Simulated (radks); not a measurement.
Task: These are the eigenvalues of the occupied orbitals of an atom or ion with whole-number occupations (hartree). Calculated with a radial shooting solver on a logarithmic mesh with Libxc functionals: Dirac Kohn-Sham, relativistic LDA (MacDonald-Vosko exchange, VWN5 correlation), spin-unpolarised, spherical densities, finite nucleus; Fermi nuclear charge, rms radius of each element as measured or else 0.836 A^(1/3) + 0.57 fm.

| orbital | eigenvalue |
|---|---|
| 1s1/2 | -582.6226 |
| 2s1/2 | -79.17961 |
| 2p1/2 | -72.20568 |
| 2p3/2 | -69.71109 |
| 3s1/2 | -12.42912 |
| 3p1/2 | -9.88158 |
| 3p3/2 | -9.49807 |
| 3d3/2 | -4.99081 |
| 3d5/2 | -4.92359 |
| 4s1/2 | -1.73585 |
| 4p1/2 | -1.10312 |
| 4p3/2 | -1.05957 |
| 5s1/2 | -0.31504 |

Which element is it, and in what charge state? The configuration may be excited. Open shells, if any, are shared by 2j + 1.

Result: Z = 38, strontium, charge +1: Sr+ in [Kr] 5s1. The list shows which subshells hold electrons but not how many an open one holds; the 1s level, -582.62 hartree, gives Z - s = 34.1 by -(Z - s)^2/2, which with screening and relativity narrows Z to a few neighbours, and the depths of the outer levels then fix element, charge and occupations together.
